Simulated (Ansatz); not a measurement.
System: C$_{4}$H$_{9}$O, charge 0, multiplicity 2. It need not be the lowest isomer of its formula. SMILES: CC(C)O[CH2]
Structure (B3LYP-D3(BJ)/def2-TZVP (Ansatz, a first-principles code) minimum search):
```
C
H 1 1.0975
O 1 1.4388 2 107.52
C 3 1.3516 1 116.22 2 -43.22
H 4 1.0793 3 113.98 1 178.40
H 4 1.0850 5 121.39 3 151.80
C 1 1.5159 2 109.63 3 115.61
H 7 1.0900 1 110.73 2 -57.63
H 7 1.0909 8 108.66 1 -121.26
H 7 1.0914 8 108.46 9 -117.69
C 1 1.5210 2 109.54 3 -119.82
H 11 1.0902 1 110.76 2 59.92
H 11 1.0915 12 108.53 1 121.26
H 11 1.0916 12 108.42 13 117.75
```
Charge 0, spin multiplicity 2.

Wanted: atomisation energy (electronic, to ground-state atoms); the coupled-cluster value holds the core correlation from cc-pwCVTZ, in kcal/mol. Valence correlation only, unless marked. Open shells are spin-unrestricted. No spin-orbit coupling. Non-relativistic. CBS(X,Y): correlation extrapolated as X^-3; Hartree-Fock from the larger set.

Level to compare with: CCSD(T)/CBS(cc-pVTZ,cc-pVQZ) plus the core term (Ansatz), 1292.8 kcal/mol. It is a level with limits of its own, and the differences hold the functionals' basis error too.

Q: Rank these functionals by how close they come to CCSD(T)/CBS(cc-pVTZ,cc-pVQZ), closest first: revPBE/def2-TZVPD (Ansatz); B3LYP/def2-TZVPD (Ansatz); CAM-B3LYP/def2-TZVPD (Ansatz).

A: CAM-B3LYP/def2-TZVPD (range-separated hybrid, 1293.6 kcal/mol, difference 0.8), B3LYP/def2-TZVPD (global hybrid, 1282.9 kcal/mol, difference -9.9), revPBE/def2-TZVPD (GGA, 1268.6 kcal/mol, difference -24.2)
